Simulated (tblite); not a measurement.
Computed with GFN2-xTB (tblite): harmonic, unscaled wavenumbers at the GFN2-xTB geometry, gas phase. The method is semi-empirical: single wavenumbers can be off by several per cent or more. Modes of hydrogen on silicon can be 10 to 20 % off. One conformer each. Thermal functions are those of the rigid rotor and harmonic oscillator, without mixing of conformers.

Question: Order these by their heat capacity Cp at 298.15 K, highest first (cal/(mol K)).
A. `ClC1=PC2=CC=CC=C2N1`
B. `COC1=CC=C(N)O1`
C. `N#Cc1ncc(C2CC2)nn1`
D. `CO[C@@H](C)C(C)(C)C(=O)Cl`
E. `ClC(=O)[C@@H]([C@@H](CC)C)OC`
F. `C#Cc1ccc(C(C)=O)pc1`
G. `CC1=C[P@](=N)(CO)C=C1[SiH3]`

Answer: G (51.3), D (46.9), E (45.7), F (42.4), C (36.3), A (34.0), B (31.2).

| SMILES | atoms | mass (u) | symmetry number | modes under 300 cm⁻¹ | ZPE (kcal/mol) | S translation (cal/(mol K)) | S rotation | S vibration | S | Cp |
| --- | --- | --- | --- | --- | --- | --- | --- | --- | --- | --- |
| CC1=C[P@](=N)(CO)C=C1[SiH3] | 22 | 173.04 | 1 | 10 | 100.9 | 41.4 | 30.8 | 41.1 | 113.3 | 51.3 |
| CO[C@@H](C)C(C)(C)C(=O)Cl | 23 | 164.06 | 1 | 11 | 118.6 | 41.2 | 30.2 | 40.0 | 111.4 | 46.9 |
| CC[C@@H](C)[C@@H](OC)C(=O)Cl | 23 | 164.06 | 1 | 11 | 119.0 | 41.2 | 30.5 | 41.3 | 113.0 | 45.7 |
| C#Cc1ccc(C(C)=O)pc1 | 18 | 162.02 | 1 | 8 | 79.5 | 41.2 | 30.5 | 32.6 | 104.3 | 42.4 |
| N#Cc1ncc(C2CC2)nn1 | 17 | 146.06 | 1 | 6 | 76.1 | 40.9 | 29.8 | 27.4 | 98.0 | 36.3 |
| Clc1[nH]c2ccccc2p1 | 15 | 168.98 | 1 | 4 | 63.6 | 41.3 | 30.2 | 18.6 | 90.1 | 34.0 |
| COc1ccc(N)o1 | 15 | 113.05 | 1 | 5 | 72.3 | 40.1 | 28.0 | 19.3 | 87.4 | 31.2 |

Entropies and Cp are for 298.15 K and 1 bar.
